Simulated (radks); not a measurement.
Q: The arsenic anion As3-, [Kr], held by a Watson sphere: a shell of charge +3 at radius R that stands for the Madelung well of a crystal (potential energy -3/R inside, -3/r outside, in hartree with lengths in bohr). All-electron calculation, scalar-relativistic Kohn-Sham, LDA (Slater exchange, Perdew-Wang correlation), spin-polarised, spherical densities, finite nucleus; Fermi nuclear charge, rms radius of each element as measured or else 0.836 A^(1/3) + 0.57 fm. Program: a radial shooting solver on a logarithmic mesh with Libxc functionals. Response by self-consistent Sternheimer equations with the Hartree and adiabatic LDA kernel, the relativistic mass of each level held fixed and spin-orbit coupling left out. The sphere does not respond.

R (bohr)  e(3d) (eV)  e(4s) (eV)  e(4p) (eV)  <r> 4p (bohr)  sum of <r^2> (bohr^2)  X-ray form factor at sin(theta)/lambda = 0.1 1/angstrom  alpha (bohr^3)
2.16         -39.971     -17.137      -7.847          2.402                  58.66                                                   32.405           33.95
2.52         -38.911     -15.825      -7.138          2.550                  64.47                                                   32.151           43.45
2.79         -38.446     -14.980      -6.604          2.661                  69.02                                                   31.967           52.62
2.96         -38.229     -14.507      -6.277          2.731                  71.96                                                   31.857           59.42
4.04         -37.392     -12.386      -4.521          3.156                  91.75                                                   31.267           127.5
4.29         -37.260     -12.066      -4.201          3.250                  96.66                                                   31.158           151.1
4.64         -37.098     -11.696      -3.803          3.380                  103.8                                                   31.022           190.7
5.27         -36.863     -11.205      -3.214          3.607                  117.5                                                   30.826           284.6

Estimate the row for R = 4.65 bohr.

A: e(3d) (eV) -37.094; e(4s) (eV) -11.687; e(4p) (eV) -3.792; <r> 4p (bohr) 3.383; sum of <r^2> (bohr^2) 104.0; X-ray form factor at sin(theta)/lambda = 0.1 1/angstrom 31.019; alpha (bohr^3) 191.9.
